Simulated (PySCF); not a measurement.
# How methods differ on the ionisation energy of Pb⁺

Pb⁺ [Xe] 4f14 5d10 6s2 6p1 (2P) → Pb²⁺ [Xe] 4f14 5d10 6s2 (1S), as a difference of total energies. All numbers are calculated (PySCF 2.14, scalar relativity by spin-free X2C-1e, in ANO-RCC-VTZP (8s7p5d3f2g, 93 functions)). Correlated levels: valence: [Xe] 4f14 5d10 frozen. The calculations carry no spin-orbit coupling.

```tsv
method	ionisation energy (eV)
UHF	13.230
MP2 (valence)	13.416
SCS-MP2 (valence)	13.405
CCSD (valence)	13.466
CCSD(T) (valence)	13.476
```

**Question.** How much does correlation contribute at CCSD(T) (valence)?

**Answer.** 13.476 − (13.230) = 0.246 eV, measured against UHF.

Errors of the correlated levels include the incompleteness of this basis and the frozen core.

For comparison: 13.869 eV (measured; NIST levels, between the centres of gravity of the two terms).
